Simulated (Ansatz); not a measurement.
C$_{2}$H$_{5}$GaO, SMILES `[CH2]1O[CH2][GaH]1`. The species carries charge 0 and has multiplicity 1. Geometry: relaxed with PBE0-D4/def2-TZVP.

```xyz
9

C     0.186   -1.202   -0.015
O     0.720   -0.255    0.915
C     0.246    1.049    0.566
Ga   -0.763    0.272   -0.975
H    -0.425   -1.954    0.499
H     0.991   -1.726   -0.545
H     1.083    1.722    0.345
H    -0.332    1.488    1.387
H    -1.705    0.607   -2.178
```

Task: What is the dipole moment at r2SCAN/def2-TZVPP? (Best estimate.)

Result: Ansatz gave: 1.75 D, with components (-1.05, 0.37, -1.34) D in this frame, pointing from negative to positive charge.

Task: And with PBE, B3LYP, ωB97M-V? (Estimate.)

Result: Ansatz gave: PBE 1.62 D, B3LYP 1.91 D, ωB97M-V 2.07 D.

Task: Give the Mulliken charges with r2SCAN, ωB97M-V, B3LYP in def2-TZVPP. (Best estimate.)

Result: Computed: 
| atom | r2SCAN | ωB97M-V | B3LYP |
| --- | --- | --- | --- |
| C1 | -0.08 | -0.22 | -0.13 |
| O2 | -0.31 | -0.29 | -0.32 |
| C3 | -0.08 | -0.22 | -0.13 |
| Ga4 | 0.24 | 0.26 | 0.23 |
| H5 | 0.06 | 0.11 | 0.09 |
| H6 | 0.06 | 0.11 | 0.09 |
| H7 | 0.06 | 0.11 | 0.09 |
| H8 | 0.06 | 0.11 | 0.09 |
| H9 | -0.02 | 0.03 | -0.01 |

B3LYP here is the variant with VWN-RPA as its local correlation; programs differ in this.
